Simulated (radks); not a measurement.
Results of a calculation; reference values are marked as such.
Numerical settings for the rubidium ion Rb+, [Kr]. Code: a radial shooting solver on a logarithmic mesh with Libxc functionals. Model: scalar-relativistic Kohn-Sham, PBE, spin-polarised, spherical densities, finite nucleus; Fermi nuclear charge, rms radius 4.2036 fm. The defaults (mesh step 0.008 in ln r, mesh end at 40 bohr or more with all orbitals vanishing there, Anderson mixing 0.5 over 9 steps, residual threshold near 1e-9 with the energy settled to 1e-9 hartree or 1e-11 of itself, here a cap of 97 iterations) give E = -2981.0164 hartree and 4p at -21.651 eV in 15 iterations. Run on one thread of a shared host, so times are rough (Arm Neoverse V1): 0.18 s of CPU time, 0.18 s wall, 15 iterations on 2259 mesh points. Changes against that run (0 stands for a change within the tolerance of the run):

setting                     iterations  converged  E (mhartree)  e(4p) (meV)  CPU (s)
mesh step in ln r 0.12               2         no      diverged            -     0.01
mesh step in ln r 0.08               7         no      diverged            -     0.05
mesh step in ln r 0.005             17        yes             0            0      0.3
mesh end (bohr) 3                   15        yes          +773    +8.46e+03     0.16
mesh end (bohr) 400                 15        yes             0            0     0.18
residual threshold 1e-13            97         no             0            0     0.55
residual threshold 0.001            10        yes             0      +0.0393     0.13
mixing 1                            15        yes             0            0     0.17
linear mixing, mixing 0.5           32        yes             0            0      0.3
linear mixing, mixing 0.05          97         no        +0.246        -43.5        1
mixing history 3                    20        yes             0            0     0.21
iteration cap 3                      3         no         +16.3         -983     0.05

Settings that end as converged yet miss the energy by more than 1 mhartree: mesh end (bohr) 3 (+0.773 hartree). A mesh that ends early acts as a hard wall.
